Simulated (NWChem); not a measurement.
Molecule: C₂H₃Cl₂F; SMILES FC(Cl)(C)Cl

All runs: NWChem. Pople sets run with spherical d functions. The geometry was optimised at PBE0/def2-SVP. Vertical excitations in the gas phase; the lowest state need not have the same character in each row.

| level | lowest excitation, singlet (eV) | oscillator strength of that lowest state | orbital gap (eV) |
|---|---|---|---|
| PBE/6-31+G*, TDA | 6.33 | 0.025 | 5.97 |
| B3LYP/6-31+G*, TDA | 6.74 | 0.020 | 7.91 |
| LDA (Slater exchange, VWN5)/6-31+G*, TDA | 6.29 | 0.024 | 5.91 |
